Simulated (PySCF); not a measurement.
PySCF input file for HfBr3, SMILES [Br][Hf]([Br])[Br] (connectivity only; charge and spin as stated), neutral, multiplicity 2, B3LYP-D3(BJ)/def2-SVP. Geometry: B3LYP-D3(BJ)/def2-SVP. The spin state was assumed, not searched. The def2 effective core potentials stand for the cores of Hf; spin–orbit coupling is left out.

```python
import numpy as np
from pyscf import gto, scf, dft, df
from pyscf.hessian import thermo

mol = gto.M(
    atom='''
    Hf    0.00000000   -0.00000000   -0.00000000
    Br   -2.49577453    0.00000000    0.00000000
    Br    1.24788727   -2.16140414    0.00000000
    Br    1.24788726    2.16140415    0.00000000
    ''',
    basis='def2-SVP',
    ecp={'Hf': 'def2-svp'},
    charge=0,
    spin=1,
    max_memory=1600,
    verbose=3,
)
mf = dft.UKS(mol, xc='b3lyp').density_fit(auxbasis='def2-universal-jkfit')
mf.disp = 'd3bj'
mf.grids.level = 3
mf.conv_tol = 1e-11
mf.max_cycle = 100
mf.kernel()
fine, coarse = mf.grids, dft.Grids(mol).set(level=1).build(with_non0tab=True)
for _ in range(3):  # follow internal instabilities
    mf.grids = coarse
    mo, _, stable, _ = mf.stability(return_status=True, nroots=4)
    mf.grids = fine
    if stable:
        break
    mf.kernel(mf.make_rdm1(mo, mf.mo_occ))

# analytic Hessian; the response equations are solved on a coarser grid
h, args, fine = mf.Hessian(), (mf.mo_energy, mf.mo_coeff, mf.mo_occ), mf.grids
h.max_memory = max(150, 2.5e-5 * df.make_auxmol(mol, mf.with_df.auxbasis).nao * mol.nelec[0] * (mol.nelec[0] + mol.nao))  # MB; small integral blocks
h1ao = h.make_h1(mf.mo_coeff, mf.mo_occ)
mf.grids = dft.Grids(mol).set(level=1).build(with_non0tab=True)
mo1, mo_e1 = h.solve_mo1(*args, h1ao)
mf.grids = fine
hess = h.hess_elec(*args, mo1, mo_e1, h1ao) + h.hess_nuc()
if mf.do_disp():
    hess += h.get_dispersion()
for i in range(mol.natm):  # the analytic DFT Hessian lacks the response of the grid: restore translational invariance
    hess[i, i] -= hess[i].sum(axis=0)
hess = (hess + hess.transpose(1, 0, 3, 2)) / 2
vib = thermo.harmonic_analysis(mol, hess, imaginary_freq=False)
thermo.dump_normal_mode(mol, vib)
th = thermo.thermo(mf, vib['freq_au'][vib['freq_au'] > 0], 298.15, 101325)
thermo.dump_thermo(mol, th)
g0 = mf.nuc_grad_method().set(verbose=0).kernel()

# dipole derivatives [dipole axis, atom, xyz] from the same response
r, irp = mol.intor('int1e_r'), mol.intor('int1e_irp').reshape(3, 3, mol.nao, mol.nao)
sl, dm0, ok = mol.aoslice_by_atom(), np.array(mf.make_rdm1()), []
dmu = np.einsum('a,xt->xat', mol.atom_charges(), np.eye(3))
for a, (_, _, p0, p1) in enumerate(sl):
    dmu[:, a] += 2 * np.einsum('xtij,ij->xt', irp[:, :, :, p0:p1], dm0.reshape(-1, mol.nao, mol.nao).sum(0)[:, p0:p1])
    for u, c, occ, f in zip(mo1, mf.mo_coeff, mf.mo_occ, (2, 2)):
        dmu[:, a] -= f * np.einsum('tui,xuv,vi->xt', u[a], r, c[:, occ > 0], optimize=True)
L = vib['norm_mode']
ir = 974.8801 * (np.einsum('xat,kat->kx', dmu, L) ** 2).sum(1)       # km/mol
apt = np.einsum('xax->a', dmu) / 3
print('mode   freq/cm-1   IR/(km/mol)')
for k, w in enumerate(vib['freq_wavenumber']):
    print(f'{k + 1:4d} {w:11.2f} {ir[k]:13.3f}')
print('max |gradient| / (hartree/bohr):', abs(g0).max())
print('APT charges:', apt.round(4))
```

Program output:

```

WARN: HOMO -0.383477876170593 >= LUMO -0.383477876170586

converged SCF energy = -7769.85349017609  <S^2> = 0.75181027  2S+1 = 2.0018094
<class 'pyscf.df.df_jk.DFUKS'> wavefunction is stable in the internal stability analysis

WARN: DFTD3 does not support analytical Hessian, using finite difference


WARN: Mole.unit (angstrom) is changed to Bohr

Mode                                 0                   1                   2
Irrep
Freq [cm^-1]                       46.0003             54.5499             54.5652
Reduced mass [au]                 116.9205             86.8259             86.8263
Force const [Dyne/A]                0.1458              0.1522              0.1523
Char temp [K]                      66.1842             78.4851             78.5072
Normal mode                   x     y     z       x     y     z       x     y     z
       0  Hf                -0.00 -0.00  0.06   -0.00  0.03  0.00   -0.03 -0.00 -0.00
       1  Br                -0.00  0.00 -0.04   -0.00 -0.08 -0.00   -0.03  0.00  0.00
       2  Br                 0.00  0.00 -0.04   -0.05  0.01 -0.00    0.05  0.05  0.00
       3  Br                -0.00 -0.00 -0.04    0.05  0.01 -0.00    0.05 -0.05  0.00
Mode                                 3                   4                   5
Irrep
Freq [cm^-1]                      220.6037            270.2149            270.2193
Reduced mass [au]                  79.9040            104.7056            104.7062
Force const [Dyne/A]                2.2911              4.5044              4.5046
Char temp [K]                     317.3995            388.7791            388.7854
Normal mode                   x     y     z       x     y     z       x     y     z
       0  Hf                 0.00  0.00 -0.00   -0.05  0.00  0.00    0.00  0.05 -0.00
       1  Br                -0.06 -0.00  0.00    0.07 -0.00 -0.00   -0.00 -0.00  0.00
       2  Br                 0.03 -0.06  0.00    0.02 -0.03 -0.00    0.03 -0.05  0.00
       3  Br                 0.03  0.06  0.00    0.02  0.03 -0.00   -0.03 -0.05  0.00
temperature 298.1500 [K]
pressure 101325.00 [Pa]
Rotational constants [GHz] 0.67693 0.67693 0.33847
Symmetry number 6
Zero-point energy (ZPE) 0.00209 [Eh]   5479.813 [J/mol]
                           tot       elec      trans        rot        vib
Entropy [J/mol/K]       390.037      5.763    184.024    119.012     81.237
Cv [J/mol/K]             71.789      0.000     12.472     12.472     46.846
Cp [J/mol/K]             80.103      0.000     20.786     12.472     46.846
Internal energy [J/mol]                      3718.434   3718.434  15825.711
Internal energy [Eh]   -7769.84463  -7769.85349
Enthalpy [J/mol]                             6197.391   3718.434  15825.711
Enthalpy [Eh]          -7769.84369
Gibbs free energy [J/mol]                  -48669.514 -31765.128  -8394.958
Gibbs free energy [Eh] -7769.88798
mode   freq/cm-1   IR/(km/mol)
   1       46.00         2.123
   2       54.55         0.248
   3       54.57         0.249
   4      220.60         0.000
   5      270.21        44.645
   6      270.22        44.652
max |gradient| / (hartree/bohr): 5.073843969826704e-05
APT charges: [ 1.4596 -0.4865 -0.4865 -0.4865]
```

The calculation finished and met its thresholds.

Cost: very roughly 5 core-minutes.
